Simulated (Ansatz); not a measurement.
Gas-phase electronic energies from Ansatz, PBE0-D4/def2-TZVP geometries. CCSD(T)/CBS adds triple-zeta CCSD(T) − MP2 to the extrapolated MP2 energy (def2 sets, frozen cores). This one scheme is used for every species. DFT in def2-TZVPP. Each species was taken in one conformer, which may not be the lowest.

`BC(C)(C)C` + H₂S → `CC(C)(C)S` + BH₃  (substitution at a C–B bond)

`BC(C)(C)C`:

```xyz
16

B    -0.149    1.563    0.471
C    -0.108    0.064    0.060
C     1.332    0.051   -0.516
C    -1.088   -0.324   -1.042
C    -0.187   -0.920    1.221
H    -0.481    2.401   -0.320
H     0.257    1.909    1.545
H     1.556   -0.962   -0.867
H     2.083    0.312    0.235
H     1.444    0.727   -1.369
H    -0.884   -1.337   -1.408
H    -2.119   -0.308   -0.679
H    -1.025    0.360   -1.892
H    -1.185   -0.924    1.669
H     0.025   -1.941    0.884
H     0.528   -0.669    2.008
```

H₂S:

Cartesian coordinates in Å:
```
S 0.069 0.020 0.615
H -0.951 -0.296 -0.196
H 0.883 0.276 -0.419
```

`CC(C)(C)S`:

Z-matrix (Å, degrees):
```
C
C 1 1.522
H 1 1.095 2 110.0
H 1 1.091 2 111.0 3 120.1
H 1 1.093 2 111.2 3 -119.4
C 2 1.524 1 110.4 3 -62.0
C 2 1.522 1 110.7 3 60.5
S 2 1.836 1 110.1 3 -177.5
H 6 1.092 2 111.2 1 -179.2
H 6 1.092 2 111.2 1 -58.2
H 6 1.093 2 109.5 1 61.3
H 7 1.095 2 110.0 1 -60.5
H 7 1.091 2 111.0 1 179.3
H 7 1.093 2 111.2 1 58.9
H 8 1.343 2 96.7 1 -61.2
```

BH₃:

Z-matrix (Å, degrees):
```
B
H 1 1.193
H 1 1.193 2 120.0
H 1 1.193 2 120.0 3 180.0
```

(1) Is it downhill or uphill in electronic energy at CCSD(T)/CBS, and by how much? (Best estimate.)

(2) What do these levels give: LDA (SPW92), revPBE-D4, PBE0-D4, B2PLYP, PBE-QIDH, PBE, revPBE, r2SCANh, r2SCAN0, HF/def2-TZVPP, MP2/def2-TZVPP, HF/def2-QZVPP? (Estimate.)

Largest T1 diagnostic among the species: 0.009.

## Answers

(1) The calculation gave: Uphill: ΔE = +34.4 kJ/mol.

(2) Computed: LDA (SPW92) 49.8, revPBE-D4 37.5, PBE0-D4 40.5, B2PLYP 36.9, PBE-QIDH 37.5, PBE 44.9, revPBE 44.0, r2SCANh 41.1, r2SCAN0 40.8, HF/def2-TZVPP 31.8, MP2/def2-TZVPP 31.8, HF/def2-QZVPP 32.1 kJ/mol.

Leaving LDA and LC-ωPBE aside and taking each functional with its dispersion term where it has one, the values, not all of them listed here, spread over 8.0 kJ/mol, from BHLYP-D4 to B97M-V. LDA lies +4.8 kJ/mol from PBE without D4. The D4 term adds −4.8 kJ/mol with B3LYP and −2.4 kJ/mol with PBE0; it sums over pairs of atoms, weighted by their polarisabilities, and B3LYP, whose exchange is more repulsive, gets the larger term. From BLYP to BHLYP (50 % exact exchange), in def2-TZVPP and without D4, ΔE moves by −3.6 kJ/mol.

B3LYP here is the variant with VWN-RPA as its local correlation; programs differ in this.
